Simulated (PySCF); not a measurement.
## Relaxation of quartet CrOF

Level of theory: UPBE0 in PySCF with Cr def2-TZVP, O def2-TZVP, F def2-TZVP; no relativity; density-fitted integrals. A (50,194) grid was used.

A hand-made linear start, of C∞v symmetry, held to at least that symmetry:

```xyz
3
charge 0 multiplicity 4, angstrom
Cr    0.0000    0.0000   -0.0974
O     0.0000    0.0000   -1.7774
F     0.0000    0.0000    1.7626
```

Optimiser trace:
```tsv
step	E − E(last) (kJ/mol)	largest gradient (Eh/bohr)
0	16.30	0.04303
1	0.53	0.01043
2	0.06	0.00336
3	0.00	0.00018
4	0.00	0.00002
```

It ends at C∞v with Cr–F 1.778 Å, Cr–O 1.603 Å; F–Cr–O 180.0°. A frequency run shows 2 imaginary modes (one degenerate set), down to 147i cm⁻¹, so it is a higher-order saddle point. Other isomers or separated fragments may lie lower.

Final geometry:
```xyz
3
charge 0 multiplicity 4, angstrom
Cr    0.0000    0.0000   -0.0936
O     0.0000    0.0000   -1.6970
F     0.0000    0.0000    1.6842
```

The determinant is spin-contaminated (⟨S²⟩ = 3.97, pure value 3.75). Open d and f shells are described by one determinant, and the ground state may have another occupation or spin.

The relaxation took 6.6 s on 4 threads of a shared Arm Neoverse V1 host, with 107 basis functions and 5 gradients; the process peaked at 0.51 GiB.
